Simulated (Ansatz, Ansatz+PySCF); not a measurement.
```tsv
atom	x (Å)	y (Å)	z (Å)
S	0.0000	0.0000	-0.9520
S	0.0000	0.0000	0.9520
```

Basis set: def2-SVP (spherical functions). Left uncorrelated: 10 orbitals. Correlation on ROHF uses semicanonical orbitals with singles. Charge 0, multiplicity 3.

Computed with Ansatz (development build ahead of 0.2.0); each method stands on the lowest determinant of its kind that the runs found. Restricted functionals stand beside restricted open-shell atoms, which can lie above the unrestricted atoms usual in DFT and then raise those values.

The atomization energy at this shape (free ground-state atoms in the same class of orbitals less the molecule, no zero-point energy) of triplet S2:

```tsv
method	atomization energy
r²SCAN (unrestricted)	4.57 eV
r²SCAN (restricted open-shell)	4.64 eV
PBE0 (unrestricted)	4.39 eV
PBE0 (restricted open-shell)	4.42 eV
PBE (unrestricted)	4.82 eV
PBE (restricted open-shell)	4.86 eV
ROHF-CCSD(T)	3.60 eV
ROHF-CCSD	3.38 eV
ROHF-MP2	3.90 eV
UHF-MP2	3.78 eV
UHF	1.85 eV
ROHF	1.79 eV
```

What does ωB97X (unrestricted) give?

4.24 eV.
